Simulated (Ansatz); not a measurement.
Geometry optimisation, RKS r2SCAN/def2-SVP in Ansatz.

Input:

```yaml
crystal:
  periodic: [false, false, false]
  atoms:
    - { symbol: Si, position_ang: [-1.6494, 0.1767, 0.8637] }
    - { symbol: "N", position_ang: [-0.4035, 1.2892, 0.4655] }
    - { symbol: C, position_ang: [0.6566, 0.9303, -0.1448] }
    - { symbol: Si, position_ang: [1.3567, -0.7357, -0.7819] }
    - { symbol: Cl, position_ang: [1.8277, 2.2089, -0.4134] }
    - { symbol: H, position_ang: [-2.8237, 1.0059, 1.4264] }
    - { symbol: H, position_ang: [-2.0793, -0.4616, -0.392] }
    - { symbol: H, position_ang: [-1.1501, -0.7659, 1.806] }
    - { symbol: H, position_ang: [0.9917, -1.8231, 0.2315] }
    - { symbol: H, position_ang: [2.7517, -0.7768, -1.0109] }
    - { symbol: H, position_ang: [0.5871, -1.1049, -2.0295] }
basis:
  gaussian: { orbitals: def2-SVP }
hamiltonian:
  xc: r2scan
relax:
  f_tol: 0.02
  max_steps: 50
```

Command:

```bash
$ ansatz run input.yaml --threads 2 --pin off --max-ram 3072MiB --backend cpu --events-out ev --progress --plain --runs-dir out
```

**Question.** Where does it end, and by what steps?

**Answer.** The forces met the threshold. After 27 steps the energy has fallen by 0.416 eV; H7 moved furthest, 1.41 Å.

```tsv
step	energy less start (eV)	largest force component (eV/Å)	accepted
0	0.0000	2.223	yes
1	-0.2622	0.933	yes
2	-0.3126	0.548	yes
3	-0.2733	2.413	no
4	-0.3430	0.177	yes
5	-0.3479	0.164	yes
6	-0.3573	0.174	yes
7	-0.3608	0.356	yes
8	-0.3705	0.187	yes
9	-0.3833	0.058	yes
10	-0.3872	0.070	yes
11	-0.3875	0.281	yes
12	-0.3929	0.071	yes
13	-0.3882	0.493	no
14	-0.3967	0.057	yes
15	-0.3992	0.118	yes
16	-0.4003	0.191	yes
17	-0.4029	0.103	yes
18	-0.4060	0.055	yes
19	-0.4095	0.171	yes
20	-0.4114	0.145	yes
21	-0.4132	0.070	yes
22	-0.4144	0.026	yes
23	-0.4148	0.063	yes
24	-0.4151	0.040	yes
25	-0.4153	0.032	yes
26	-0.4155	0.024	yes
27	-0.4155	0.014	yes
```

```xyz
11
Properties=species:S:1:pos:R:3
Si -1.682 0.154 1.184
N -0.289 1.015 0.584
C 0.689 0.795 -0.149
Si 1.309 -0.721 -1.134
Cl 1.900 2.148 -0.443
H -2.884 0.897 0.716
H -1.768 -1.269 0.725
H -1.607 0.189 2.670
H 0.363 -1.856 -0.937
H 2.662 -1.074 -0.624
H 1.373 -0.336 -2.570
```

Time of the run: 75 s on 2 threads of Intel(R) Xeon(R) Platinum 8488C (Sapphire Rapids), with other jobs on the host, peak memory 0.2 GiB.
